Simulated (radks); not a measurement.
Results of a calculation; reference values are marked as such.
Er15+, configuration [Kr] 4d10 4f5 5p2 (not the ground configuration). Level of theory: scalar-relativistic Kohn-Sham, PBE, spin-polarised, spherical densities, finite nucleus; open shells are filled with parallel spins first (spin-orbit coupling, left out, can overturn this in heavy ions); Fermi nuclear charge, rms radius 5.2516 fm (a radial shooting solver on a logarithmic mesh with Libxc functionals). Some entries of the table are withheld. Estimate them.

orbital,occ.,eigenvalue (Ry),<r^2> (bohr^2)
1s up,1,-4242.051,0.0005680
1s down,1,-4242.028,0.0005680
2s up,1,-734.4417,0.008839
2s down,1,-734.4236,0.008838
2p up,3,-652.6549,0.007190
2p down,3,-652.6309,0.007189
3s up,1,-185.2295,0.05803
3s down,1,-184.9632,0.05792
3p up,3,-160.3409,0.05841
3p down,3,-160.0725,0.05827
3d up,5,-129.1376,0.04874
3d down,5,-128.9292,0.04859
4s up,1,-56.81724,0.2797
4s down,1,-56.29773,0.2798
4p up,3,-48.42267,0.3109
4p down,3,-47.91102,0.3110
4d up,5,-37.16880,(1)
4d down,5,-36.65511,(2)
4f up,5,-24.62340,0.3975
4f down,0,-24.08056,0.3982
5p up,2,-21.30870,1.306
5p down,0,-20.80540,1.314

Answer. 
(1) 4d up <r^2> (bohr^2): 0.3495
(2) 4d down <r^2> (bohr^2): 0.3495
